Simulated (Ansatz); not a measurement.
A run for Ansatz (a quantum-chemistry and plane-wave program): R-B3LYP/def2-TZVPPD on BH3O (SMILES BO) with ghost functions, monomers drawn apart or pushed together. Files ending in .json are basis or fitting sets from the Basis Set Exchange.

Ansatz 0.2 input:
```yaml
crystal:
  periodic: [false, false, false]
  atoms:
    - {symbol: B, position_ang: [-0.78249207, 0.03356036, -0.55957221]}
    - {symbol: O, position_ang: [-0.05463652, 0.10726250, 0.58399616]}
    - {symbol: H, position_ang: [-1.92537720, -0.27307727, -0.44197787]}
    - {symbol: H, position_ang: [-0.26913211, 0.27111895, -1.61051570]}
    - {symbol: H, position_ang: [0.86929821, 0.35718925, 0.46689350]}
basis:
  gaussian:
    orbitals: def2-TZVPPD.json
    ghost_atoms:
      - {symbol: B, position_ang: [0.90947784, -0.02846199, 4.14150683]}
      - {symbol: O, position_ang: [-0.32158591, -0.28396294, 3.66921348]}
      - {symbol: H, position_ang: [1.08742183, -0.10827376, 5.31900014]}
      - {symbol: H, position_ang: [1.80042101, 0.27170393, 3.39041056]}
      - {symbol: H, position_ang: [-0.38501485, -0.19815443, 2.70304363]}
hamiltonian:
  xc: {name: B3LYP}
scf: {lower_state_search: off}
```

The log:

```
WARN ansatz: RAYON_NUM_THREADS=1 ignored (pool sized by the plan → 1); use --threads N
Functional definition: B3LYP
these checks for a lower state are left out or cut short: stability, starts, cluster_reference, orbital_swaps, neighbouring_geometries, increment
integrals: 0.13 GiB planned
1005 factors; their error is unknown
mean field: 1.27 GiB planned
mean field evaluation 1: about -2770.1526 eV, gradient 5.1e1 eV
mean field evaluation 2: about -2760.1500 eV, gradient 9.0e1 eV
mean field evaluation 4: about -2774.5166 eV, gradient 2.5e0 eV
mean field evaluation 8: about -2774.5316 eV, gradient 2.9e-2 eV
mean field evaluation 16: about -2774.5297 eV, gradient 2.6e-6 eV
mean field -2774.52971552 eV, -101.9620864015 hartree, gradient 3.2e-6 eV, S^2 0.000000; 0 other end points of the search recorded, 0 dependent functions left out
reference -2774.52994119 eV, -101.9620946946 hartree; 8, 8 occupied and 248, 248 virtual orbitals, 1005 factors
Total energy: -2774.52994119 eV, -101.9620946946 hartree
Checks for a lower state left out: stability, starts, cluster_reference, orbital_swaps, neighbouring_geometries, increment
```

The run converged.

Cost: very roughly 1.8 core-seconds.
